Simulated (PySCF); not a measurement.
Nb(NH)(F)2(OH) (F2H2NNbO), SMILES [Nb]([OH])(=[NH])([F])[F], multiplicity 1.

The structure is a stationary point at B3LYP-D3(BJ)/def2-SVP. The spin state was assumed, not searched. The structure was generated by enumeration; whether it is a known compound was not checked. The def2 effective core potentials stand for the cores of Nb; spin–orbit coupling is left out. The values are those of a single conformer.

Level of theory: ωB97X/def2-TZVP run with PySCF.

The molecule is in vacuum.

Problem. Estimate the frontier levels, gap, dipole moment and polarisability. (The exact figures need the calculation; the answer reports its results.)

Solution. 
- highest occupied level = -10.93 eV
- lowest empty level = 0.81 eV
- orbital gap = 11.74 eV
- dipole moment = 2.81 D
- quadrupole, principal values (traceless, Buckingham form, about the centre of nuclear charge) = -9.82, 3.66, 6.16 D·Å
- mean static polarisability = 45.9 bohr³ (6.80 Å³)
- polarisability, principal values = 39.0, 44.8, 53.8 bohr³
